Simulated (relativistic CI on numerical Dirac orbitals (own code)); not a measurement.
**Ho III: sensitivity of the levels to the model**

Base calculation: Dirac-Coulomb-Breit CI, separate exchange-only KLI orbitals for each configuration, a model potential for QED, valence Slater integrals scaled by 0.85, P86 correlation energy added to each configuration.

Configurations in the expansion (outside the closed core [Kr] 4d10 5s2): 4f11.5p6, 4f10.5p6.5d, 4f10.5p6.6s, 4f10.5p6.6p, 4f9.5p6.5d.6s, 4f9.5p6.6s2, 4f11.5p5.5d, 4f10.5p6.7s, 4f10.5p6.6d, 4f10.5p6.8s, 4f13.5p4, 4f12.5p5. Levels of other configurations are missing.

Variants: (1) Slater integrals left unscaled; (2) valence Slater integrals scaled by 0.75; (3) QED terms removed; (4) Breit term removed. Shifts of the energy above 4f10.5p6.5d 6I_17/2, in cm⁻¹, for the lowest level and the first level of each name with at least 55 % of one term (blank where a level changes its place among those of its configuration and J or its character, or is not in the variant):

| Level | Base | Δ(1) | Δ(2) | Δ(3) | Δ(4) |
| --- | --- | --- | --- | --- | --- |
| 4f10.5p6.5d 6I_17/2 | 0.0 | 0.0 | 0.0 | 0.0 | 0.0 |
| 4f10.5p6.5d 6H_15/2 | 175.9 | +117.6 | -80.0 | +2.8 | -63.3 |
| 4f10.5p6.5d 6G_13/2 | 1300.9 | +312.3 | -216.0 | +3.5 | -86.1 |
| 4f10.5p6.5d 6K_19/2 | 1665.8 | +276.5 | -187.0 | -0.8 | +23.9 |
| 4f11.5p6 4I°_15/2 | 3089.3 | +3455.6 | -2276.1 | +110.1 | +821.0 |
| 4f10.5p6.5d 6L_21/2 | 3504.6 | +519.2 | -339.6 | -4.0 | +60.1 |
| 4f10.5p6.6s 6I_17/2 | 6964.9 | +721.0 | -472.4 | -136.2 | -100.8 |
| 4f10.5p6.6s 4I_15/2 | 8301.4 | +941.5 | -651.5 | -130.0 | -129.6 |
| 4f11.5p6 4I°_13/2 | 8487.1 | +3455.8 | -2268.0 | +84.4 | +1101.9 |
| 4f10.5p6.5d 6L_19/2 | 9311.8 | +677.2 | -407.4 | -27.3 | +269.9 |
| 4f10.5p6.5d 4I_15/2 | 9414.1 | +1098.0 | -669.7 | -15.9 | +152.3 |
| 4f10.5p6.5d 6L_15/2 | 11394.7 | +615.7 | -428.4 | -35.6 | +294.0 |
| 4f11.5p6 4I°_11/2 | 11630.2 | +3740.6 | -2538.6 | +79.2 | +1091.1 |
| 4f10.5p6.5d 4G_11/2 | 11755.6 |  | -1074.6 | -10.8 | +59.2 |
| 4f10.5p6.6s 6I_15/2 | 12375.6 | +746.5 | -466.7 | -160.2 | +123.9 |
| 4f10.5p6.5d 6L_13/2 | 13404.0 | +681.7 | -534.3 | -41.9 | +280.9 |
| 4f10.5p6.5d 4L_17/2 | 13594.6 | +914.4 | -600.3 | -39.8 | +345.3 |
| 4f10.5p6.5d 6H_5/2 | 13618.3 | +469.5 | -379.0 | -48.3 | +280.1 |
| 4f11.5p6 4I°_9/2 | 13731.5 | +4077.3 | -2910.7 | +81.5 | +962.6 |
| 4f10.5p6.5d 6K_9/2 | 13933.3 | +449.9 | -355.0 | -50.3 | +315.2 |
| 4f10.5p6.5d 6P_7/2 | 15713.4 | +2403.9 |  | -6.6 | -224.3 |
| 4f10.5p6.5d 6G_5/2 | 15878.7 | +646.3 | -492.4 | -54.1 | +355.9 |

For a near-neutral ion this model can misplace configurations by up to about 10,000 cm⁻¹ (more where the count of f electrons changes) and terms by 10 to 25 % of their spread. Rates follow the energies as ν³ (E1, M1) or ν⁵ (E2), so they and the lifetimes can be off by large factors. The fine structure of a lone outer electron comes out too small, for d and f at times inverted, and misplaced configurations move strength between like terms. 8 of the 67 excited levels that our extract of the measured tables holds in this range could be paired (the sources list more); they are missed by 921 cm⁻¹ on average and 2293 at most, and levels without a partner can miss by more. Some levels of the ground configuration have no partner and can miss by 10 % or more. The computed lowest level isn't the tabulated ground level, which NIST ASD gives as 4f11 4I°15/2.

Ionisation energy from the two ground configurations alone: base 20.11 eV; Slater integrals left unscaled 19.79 eV; valence Slater integrals scaled by 0.75 20.33 eV; QED terms removed 20.09 eV; Breit term removed 20.01 eV. The NIST ASD value (semi-empirical) is 22.79 eV. The gap of more than 2 % comes from missing correlation, or from a tabulated value that is itself an estimate.

LS names give the leading component of a level, which can be under half, so a name can repeat, a term be missing and a line seem to break the LS rules.
